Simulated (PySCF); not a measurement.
PySCF job for B(H)(Me)(OH) (CH5BO), SMILES CBO, ADC(2)/aug-cc-pVDZ. The structure is a stationary point at B3LYP-D3(BJ)/def2-TZVP. One conformer was computed; it need not be the lowest.

```python
import numpy as np
from pyscf import gto, scf, dft, adc

mol = gto.M(
    atom='''
    B     0.52440549    0.13524417   -0.00000000
    H     1.71521721    0.24792449    0.00000001
    C    -0.16546043   -1.27239552    0.00000000
    H     0.15964026   -1.85058659   -0.87133360
    H     0.15964026   -1.85058659    0.87133359
    H    -1.25902905   -1.24572138    0.00000000
    O    -0.16075139    1.30751553   -0.00000000
    H    -1.11872244    1.19699808    0.00000000
    ''',
    basis='aug-cc-pVDZ',
    charge=0,
    spin=0,
    max_memory=1600,
    verbose=4,
)
mf = scf.RHF(mol)
mf.conv_tol = 1e-10
mf.max_cycle = 100
mf.kernel()
res = {}
for kind, nroots in (('ee', 6), ('ip', 6), ('ea', 2)):
    a = adc.ADC(mf).density_fit('aug-cc-pvdz-ri')
    a.method, a.method_type = 'adc(2)', kind
    e, v, p, x = a.kernel(nroots=nroots)
    res[kind] = (e * 27.211386245988, p)
a = adc.ADC(mf).density_fit('aug-cc-pvdz-ri')
a.method, a.method_type, a.ncvs = 'adc(2)-x', 'ip', 3
e, v, p, x = a.kernel(nroots=3)
res['core ip, CVS-ADC(2)-x'] = (e * 27.211386245988, p)
for kind, (e, p) in res.items():
    print(kind, 'energies / eV', np.round(e, 3), 'strengths', np.round(p, 4))
```

Program output:

```
PySCF version 2.14.0

[INPUT] verbose = 4
[INPUT] num. atoms = 8
[INPUT] num. electrons = 24
[INPUT] charge = 0
[INPUT] spin (= nelec alpha-beta = 2S) = 0
[INPUT] symmetry False subgroup None
[INPUT] Mole.unit = angstrom
[INPUT] Symbol           X                Y                Z      unit          X                Y                Z       unit  Magmom
[INPUT]  1 B      0.524405490000   0.135244170000   0.000000000000 AA    0.990982754318   0.255574441244   0.000000000000 Bohr   0.0
[INPUT]  2 H      1.715217210000   0.247924490000   0.000000010000 AA    3.241290771041   0.468509385672   0.000000018897 Bohr   0.0
[INPUT]  3 C     -0.165460430000  -1.272395520000   0.000000000000 AA   -0.312674897153  -2.404479054924   0.000000000000 Bohr   0.0
[INPUT]  4 H      0.159640260000  -1.850586590000  -0.871333600000 AA    0.301676369854  -3.497101824893  -1.646581867131 Bohr   0.0
[INPUT]  5 H      0.159640260000  -1.850586590000   0.871333590000 AA    0.301676369854  -3.497101824893   1.646581848234 Bohr   0.0
[INPUT]  6 H     -1.259029050000  -1.245721380000   0.000000000000 AA   -2.379220087371  -2.354072235715   0.000000000000 Bohr   0.0
[INPUT]  7 O     -0.160751390000   1.307515530000   0.000000000000 AA   -0.303776101243   2.470846255316   0.000000000000 Bohr   0.0
[INPUT]  8 H     -1.118722440000   1.196998080000   0.000000000000 AA   -2.114079021005   2.261998542830   0.000000000000 Bohr   0.0

nuclear repulsion = 66.5170376366737
number of shells = 49
number of NR pGTOs = 160
number of NR cGTOs = 114
basis = aug-cc-pVDZ
ecp = {}


[settings echo left out]
init E= -140.613945699686
  HOMO = -0.332086409708016  LUMO = 0.0255518930498875  gap/eV = 9.73183
cycle= 1 E= -140.339446537135  delta_E= 0.274  |g|= 0.472  |ddm|= 2.99
  HOMO = -0.434269051718691  LUMO = 0.0294339270256359  gap/eV = 12.61800
cycle= 2 E= -140.383249216959  delta_E= -0.0438  |g|= 0.261  |ddm|= 0.614
  HOMO = -0.450131095914416  LUMO = 0.0316893727323944  gap/eV = 13.11100
cycle= 3 E= -140.39595058067  delta_E= -0.0127  |g|= 0.051  |ddm|= 0.189
  HOMO = -0.450084389530183  LUMO = 0.0328330096443992  gap/eV = 13.14085
cycle= 4 E= -140.396799987186  delta_E= -0.000849  |g|= 0.00719  |ddm|=  0.1
  HOMO = -0.450752153801828  LUMO = 0.0327233670297788  gap/eV = 13.15604
cycle= 5 E= -140.396827076845  delta_E= -2.71e-05  |g|= 0.00159  |ddm|= 0.0173
  HOMO = -0.451021597638138  LUMO = 0.0327305697446576  gap/eV = 13.16357
cycle= 6 E= -140.396828688547  delta_E= -1.61e-06  |g|= 0.000412  |ddm|= 0.00381
  HOMO = -0.450990180719729  LUMO = 0.0327362383169989  gap/eV = 13.16287
cycle= 7 E= -140.396828779529  delta_E= -9.1e-08  |g|= 0.000131  |ddm|= 0.000765
  HOMO = -0.451009438851525  LUMO = 0.0327353651672437  gap/eV = 13.16337
cycle= 8 E= -140.396828789038  delta_E= -9.51e-09  |g|= 3.05e-05  |ddm|= 0.000318
  HOMO = -0.451003696148145  LUMO = 0.0327357317625561  gap/eV = 13.16322
cycle= 9 E= -140.396828789668  delta_E= -6.3e-10  |g|= 9.13e-06  |ddm|= 8.86e-05
  HOMO = -0.451005330227192  LUMO = 0.0327355956325235  gap/eV = 13.16326
cycle= 10 E= -140.39682878973  delta_E= -6.22e-11  |g|= 2.71e-06  |ddm|= 2.72e-05
  HOMO = -0.451004787267194  LUMO = 0.0327355662594879  gap/eV = 13.16325
Extra cycle  E= -140.396828789734  delta_E= -3.81e-12  |g|= 1.1e-06  |ddm|= 4.67e-06
converged SCF energy = -140.396828789734

******** <class 'pyscf.adc.radc.RADC'> ********
******** ADC Orbital Information ********
Number of Frozen Occupied Orbitals: 0
Number of Frozen Virtual Orbitals: 0
Number of Active Occupied Orbitals: 12
Number of Active Virtual Orbitals: 102
*****************************************
******** <class 'pyscf.df.df.DF'> ********
auxbasis = aug-cc-pvdz-ri
Reference correlation energy (doubles): -0.45023343
MP2 correlation energy of reference state (a.u.) = -0.45023343

******** <class 'pyscf.adc.radc_ee.RADCEE'> ********
max_space = 12
max_cycle = 50
conv_tol = 1e-08

*************************************************************
        ADC calculation summary (singlet states only)
*************************************************************
adc(2) root 0  |  Energy (Eh) =   0.2657092039  |  Energy (eV) =   7.23031572  |  Osc. strength = 0.00185628  |  conv = True
adc(2) root 1  |  Energy (Eh) =   0.2839792564  |  Energy (eV) =   7.72746917  |  Osc. strength = 0.03150398  |  conv = True
adc(2) root 2  |  Energy (Eh) =   0.3126393630  |  Energy (eV) =   8.50735039  |  Osc. strength = 0.02169516  |  conv = True
adc(2) root 3  |  Energy (Eh) =   0.3139492058  |  Energy (eV) =   8.54299303  |  Osc. strength = 0.03854389  |  conv = True
adc(2) root 4  |  Energy (Eh) =   0.3243453128  |  Energy (eV) =   8.82588551  |  Osc. strength = 0.06308318  |  conv = False
adc(2) root 5  |  Energy (Eh) =   0.3297718761  |  Energy (eV) =   8.97354982  |  Osc. strength = 0.00789939  |  conv = True

WARN: Davidson iterations for 1 root(s) did not converge!!!


******** <class 'pyscf.adc.radc.RADC'> ********
******** ADC Orbital Information ********
Number of Frozen Occupied Orbitals: 0
Number of Frozen Virtual Orbitals: 0
Number of Active Occupied Orbitals: 12
Number of Active Virtual Orbitals: 102
*****************************************
******** <class 'pyscf.df.df.DF'> ********
auxbasis = aug-cc-pvdz-ri
Reference correlation energy (doubles): -0.45023343
MP2 correlation energy of reference state (a.u.) = -0.45023343

******** <class 'pyscf.adc.radc_ip.RADCIP'> ********
max_space = 12
max_cycle = 50
conv_tol = 1e-08

*************************************************************
        ADC calculation summary (doublet states only)
*************************************************************
adc(2) root 0  |  Energy (Eh) =   0.3956030160  |  Energy (eV) =  10.76490638  |  Spec. factor = 1.79343261  |  conv = True
adc(2) root 1  |  Energy (Eh) =   0.4373774538  |  Energy (eV) =  11.90164673  |  Spec. factor = 1.75475915  |  conv = True
adc(2) root 2  |  Energy (Eh) =   0.4670685636  |  Energy (eV) =  12.70958298  |  Spec. factor = 1.81215610  |  conv = True
adc(2) root 3  |  Energy (Eh) =   0.5154705938  |  Energy (eV) =  14.02666931  |  Spec. factor = 1.82100291  |  conv = True
adc(2) root 4  |  Energy (Eh) =   0.5288975578  |  Energy (eV) =  14.39203561  |  Spec. factor = 1.76866267  |  conv = True
adc(2) root 5  |  Energy (Eh) =   0.5432977141  |  Energy (eV) =  14.78388382  |  Spec. factor = 1.81833348  |  conv = True

******** <class 'pyscf.adc.radc.RADC'> ********
******** ADC Orbital Information ********
Number of Frozen Occupied Orbitals: 0
Number of Frozen Virtual Orbitals: 0
Number of Active Occupied Orbitals: 12
Number of Active Virtual Orbitals: 102
*****************************************
******** <class 'pyscf.df.df.DF'> ********
auxbasis = aug-cc-pvdz-ri
Reference correlation energy (doubles): -0.45023343
MP2 correlation energy of reference state (a.u.) = -0.45023343

******** <class 'pyscf.adc.radc_ea.RADCEA'> ********
max_space = 12
max_cycle = 50
conv_tol = 1e-08

*************************************************************
        ADC calculation summary (doublet states only)
*************************************************************
adc(2) root 0  |  Energy (Eh) =   0.0245219225  |  Energy (eV) =   0.66727550  |  Spec. factor = 1.98053062  |  conv = True
adc(2) root 1  |  Energy (Eh) =   0.0390234624  |  Energy (eV) =   1.06188250  |  Spec. factor = 1.98882884  |  conv = True

******** <class 'pyscf.adc.radc.RADC'> ********
******** ADC Orbital Information ********
Number of Frozen Occupied Orbitals: 0
Number of Frozen Virtual Orbitals: 0
Number of Active Occupied Orbitals: 12
Number of Active Virtual Orbitals: 102
*****************************************
******** <class 'pyscf.df.df.DF'> ********
auxbasis = aug-cc-pvdz-ri
Reference correlation energy (doubles): -0.45023343
MP2 correlation energy of reference state (a.u.) = -0.45023343

******** <class 'pyscf.adc.radc_ip_cvs.RADCIPCVS'> ********
max_space = 12
max_cycle = 50
conv_tol = 1e-08

*************************************************************
        ADC calculation summary (doublet states only)
*************************************************************
adc(2)-x root 0  |  Energy (Eh) =   7.2855645433  |  Energy (eV) = 198.25030916  |  Spec. factor = 1.56397564  |  conv = True
adc(2)-x root 1  |  Energy (Eh) =   7.6865226467  |  Energy (eV) = 209.16093489  |  Spec. factor = 0.00000747  |  conv = False
adc(2)-x root 2  |  Energy (Eh) =   7.6972637713  |  Energy (eV) = 209.45321578  |  Spec. factor = 0.00031857  |  conv = True

WARN: Davidson iterations for 1 root(s) did not converge!!!

ee energies / eV [7.23  7.727 8.507 8.543 8.826 8.974] strengths [0.0019 0.0315 0.0217 0.0385 0.0631 0.0079]
ip energies / eV [10.765 11.902 12.71  14.027 14.392 14.784] strengths [1.7934 1.7548 1.8122 1.821  1.7687 1.8183]
ea energies / eV [0.667 1.062] strengths [1.9805 1.9888]
core ip, CVS-ADC(2)-x energies / eV [198.25  209.161 209.453] strengths [1.564e+00 0.000e+00 3.000e-04]
```

Convergence was not reached.
